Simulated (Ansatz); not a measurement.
Rb₄Br₃⁺, 7 atoms. Hardware: 4 threads of Arm Neoverse V2 on a shared host.

In the def2 sets Rb takes a core potential; there is no spin–orbit coupling. Correlated methods freeze 27 core orbitals; core or outer-core shells of Rb, Br are correlated, in sets that lack core-valence functions.

(1) How many basis functions does each of these Ansatz runs have, and roughly what does it cost? HF/def2-TZVP, charge 1 singlet, energy, from earlier orbitals; PBE-D4/def2-SVP, charge 1 singlet, relaxation, 4 steps; RPA@PBE/def2-TZVP, charge 1 singlet, energy, from earlier orbitals; PBE-D4/def2-SVP, charge 1 singlet, energy, from earlier orbitals; PBE0-D4/def2-TZVP, charge 1 singlet, energy, from earlier orbitals; PBE0-D4/def2-SVP, charge 1 singlet, energy, from earlier orbitals; LC-ωPBE/def2-TZVP, charge 1 singlet, energy, from earlier orbitals; r2SCAN-D4/def2-TZVP, charge 1 singlet, energy, from earlier orbitals; PBE-D4/def2-TZVP, charge 1 singlet, energy and forces, from earlier orbitals; MP2/def2-TZVP, charge 1 singlet, energy, from earlier orbitals; HF/STO-3G, charge 1 singlet, energy.

Answers

(1) Other jobs shared the machine, so times can vary by a factor of up to 3. A dash marks memory too small to be measured apart from the calling script's.

```json
{"run": "HF/STO-3G, charge 1 singlet, energy", "functions": "142", "fitting or Cholesky vectors": "1380", "wall time": "2.1 s", "peak host memory (GiB)": "0.75"}
{"run": "PBE-D4/def2-SVP, charge 1 singlet, energy, from earlier orbitals", "functions": "192", "fitting or Cholesky vectors": "2115", "wall time": "4.2 s", "peak host memory (GiB)": "–"}
{"run": "PBE0-D4/def2-SVP, charge 1 singlet, energy, from earlier orbitals", "functions": "192", "fitting or Cholesky vectors": "1834", "wall time": "6.5 s", "peak host memory (GiB)": "0.72"}
{"run": "PBE-D4/def2-TZVP, charge 1 singlet, energy and forces, from earlier orbitals", "functions": "276", "fitting or Cholesky vectors": "2424", "wall time": "8.5 s", "peak host memory (GiB)": "0.69"}
{"run": "LC-ωPBE/def2-TZVP, charge 1 singlet, energy, from earlier orbitals", "functions": "276", "fitting or Cholesky vectors": "2424", "wall time": "10 s", "peak host memory (GiB)": "1.3"}
{"run": "MP2/def2-TZVP, charge 1 singlet, energy, from earlier orbitals", "functions": "276", "fitting or Cholesky vectors": "2334", "wall time": "10 s", "peak host memory (GiB)": "1.2"}
{"run": "PBE-D4/def2-SVP, charge 1 singlet, relaxation, 4 steps", "functions": "192", "fitting or Cholesky vectors": "2115", "wall time": "12 s", "peak host memory (GiB)": "–"}
{"run": "HF/def2-TZVP, charge 1 singlet, energy, from earlier orbitals", "functions": "276", "fitting or Cholesky vectors": "2857", "wall time": "12 s", "peak host memory (GiB)": "1.9"}
{"run": "r2SCAN-D4/def2-TZVP, charge 1 singlet, energy, from earlier orbitals", "functions": "276", "fitting or Cholesky vectors": "2424", "wall time": "13 s", "peak host memory (GiB)": "0.78"}
{"run": "PBE0-D4/def2-TZVP, charge 1 singlet, energy, from earlier orbitals", "functions": "276", "fitting or Cholesky vectors": "2535", "wall time": "14 s", "peak host memory (GiB)": "1.5"}
{"run": "RPA@PBE/def2-TZVP, charge 1 singlet, energy, from earlier orbitals", "functions": "276", "fitting or Cholesky vectors": "2334", "wall time": "17 s", "peak host memory (GiB)": "1.1"}
```
